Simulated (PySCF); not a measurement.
Magnesium: a sound run and one with changed settings

Sound run: Mg⁺ [Ne] 3s1, Mg²⁺ [Ne]. Computed with PySCF 2.14 in cc-pVDZ (4s3p1d, 18 functions), with no relativity, point nucleus. The sound run starts from symmetry-adapted Hartree-Fock orbitals and uses a fine grid where one is needed.

Changed run: initial guess atom, at most 50 SCF cycles.

```csv
species,method,sound run (hartree),changed run (hartree),converged
Mg⁺,UHF,-199.36487,-199.36487,yes
Mg⁺,PBE,-199.66111,-199.66111,yes
Mg⁺,PBE0,-199.68259,-199.68259,yes
Mg²⁺,UHF,-198.82420,-198.82420,yes
Mg²⁺,PBE,-199.09981,-199.09981,yes
Mg²⁺,PBE0,-199.12450,-199.12450,yes
```

Here the plain start reaches the same solutions.
